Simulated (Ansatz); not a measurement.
`[GeH3][S][SiH2]I` and `CO[SiH2][S][GeH3]` differ in one atom or group.

Ansatz, PBE0-D4/def2-TZVP geometries, multiplicity 1. Each molecule was computed in one conformer, which needn't be the lowest.

Elements past krypton have def2 core potentials. Scalar relativity is left out up to krypton. Spin–orbit coupling is left out; it splits and shifts lone-pair levels of the heavy atoms by tenths of an eV.

```
                             property  `[GeH3][S][SiH2]I`
HOMO energy (ωB97M-V/def2-TZVPP) / eV               -9.79
HOMO–LUMO gap (B3LYP/def2-TZVPP) / eV                6.21
 HOMO–LUMO gap (PBE0/def2-TZVPP) / eV                6.63
    HOMO energy (PBE/def2-TZVPP) / eV               -6.41
  HOMO energy (B3LYP/def2-TZVPP) / eV               -7.37
    LUMO energy (PBE/def2-TZVPP) / eV               -1.81
```

Q: Give the same properties after the change, and the shifts. (Best estimate.)

A: Computed: 
| property | `CO[SiH2][S][GeH3]` | shift |
| --- | --- | --- |
| HOMO energy (ωB97M-V/def2-TZVPP) / eV | -9.55 | 0.24 |
| HOMO–LUMO gap (B3LYP/def2-TZVPP) / eV | 6.73 | 0.52 |
| HOMO–LUMO gap (PBE0/def2-TZVPP) / eV | 7.24 | 0.61 |
| HOMO energy (PBE/def2-TZVPP) / eV | -6.20 | 0.21 |
| HOMO energy (B3LYP/def2-TZVPP) / eV | -7.13 | 0.24 |
| LUMO energy (PBE/def2-TZVPP) / eV | -1.05 | 0.76 |

With PBE0 the HOMO rises by 0.23 eV and the LUMO rises by 0.84 eV, so the gap widens by about 0.61 eV. PBE moves the HOMO by 0.21 eV and ωB97M-V by 0.24 eV.

Positive LUMOs are unbound, so they and the gaps depend on the basis.

B3LYP here is the variant with VWN-RPA as its local correlation; programs differ in this.
